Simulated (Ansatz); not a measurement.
Z-matrix (Å, degrees):
```
C
O 1 1.391
H 1 1.101 2 108.2
H 1 1.101 2 113.7 3 -118.4
H 1 1.101 2 113.7 3 118.4
Cu 2 1.791 1 121.0 3 180.0
```

The species carries charge 0 and has multiplicity 1.

(1) List the r2SCAN/def2-TZVPP orbital energies in eV (Ansatz). (An estimate is asked.)

Answers

(1) The calculation gave: Occupied: -8775.56, -1051.85, -920.65, -920.63, -920.61, -514.75, -273.47, -116.03, -74.78, -74.57, -74.54, -24.90, -16.39, -10.94, -10.35, -10.10, -7.17, -6.91, -6.27, -6.27, -6.16, -5.31, -5.04. Lowest empty: -3.30, 0.47, 0.65, 2.09, 2.57, 3.38, 3.94, 3.99.
